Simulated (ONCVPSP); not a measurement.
**Eu: one change to an ONCV potential, before and after**

| Property | Result |
| --- | --- |
| Element | Eu (Z = 63) |
| Generator | ONCVPSP 4.0.1 |
| Type | optimised norm-conserving Vanderbilt (ONCV) |
| Functional | PBE |
| Relativity | scalar-relativistic |
| Frozen core | [Kr] 4d10 4f6 |
| Valence charge | 11 |
| Reference configuration | 5s2 5p6 5d1 6s2 |
| Partial waves | 5s+6s: rc 2.55 bohr, ncon 4, nbas 8, qcut 4.7 1/bohr, 2 projectors; 5p: rc 2.40 bohr, ncon 3, nbas 6, qcut 6.4 1/bohr, 2 projectors, debl 1.5 Ha; 5d: rc 2.75 bohr, ncon 3, nbas 8, qcut 5.9 1/bohr, 2 projectors, debl 0.6 Ha |
| Local potential | polynomial inside 1.95 bohr (lpopt 5, dvloc0 2 Ha) |
| Core correction | Teter function fitted to the true core (icmod 2), fcfact 0.25 |

Change: p: qcut 9.1.

Cutoffs: the cutoffs (Ha) at which the residual kinetic energy of the hardest occupied pseudo-wave falls to 1 and 0.1 mHa per electron; they do not see the model core or the augmentation charge, which bear on the density cutoff. Errors are all-electron minus pseudo energies relative to the spin-unpolarised reference configuration.

**Question.** What does the change do?

**Answer.** The potential gets harder (8.2 Ha and 14 Ha → 12 Ha and 16 Ha); the errors of the 3 common tests hardly move; neither file shows a bound ghost. The waves are optimised to have the least kinetic energy above qcut, so the cutoff follows it (qcut²/2 in Ha).

| quantity | base | changed |
| --- | --- | --- |
| cutoff, loose | 8.2 Ha | 12 Ha |
| cutoff, tight | 14 Ha | 16 Ha |
| loose cutoff by channel | s 6.3 Ha, p 7.9 Ha, d 8.2 Ha | s 6.3 Ha, p 12 Ha, d 8.2 Ha |
| bound ghosts | none | none |
| GHOST(+) flags under 300 eV | none | none |
| tests counted as reliable (solved cleanly; for ONCVPSP, near-neutral configurations with less than one 5d electron left out) | 3 of 4 | 3 of 4 |
| error for 5s2 5p6 5d1 6s1, meV [ΔE 6.55 eV] | -0.7 | -0.8 |
| error for 5s2 5p6 5d1 6s0, meV [ΔE 18.48 eV] | +4.0 | +3.7 |
| error for 5s1 5p6 5d1 6s2, meV [ΔE 53.73 eV] | -639 | -653 |
| s: phases at 2.59 bohr within 0.05 rad from the reference energy up to (Ha; the scan ends near 5) | 2.7 | 2.7 |
| p: phases at 2.44 bohr within 0.05 rad from the reference energy up to (Ha; the scan ends near 5) | 4.8 | to the end of the scan |
| d: phases at 2.79 bohr within 0.05 rad from the reference energy up to (Ha; the scan ends near 5) | 4.9 | 4.9 |
| rms error of d²Exc/dni dnj with the model core, mHa | 0.70 | 0.74 |
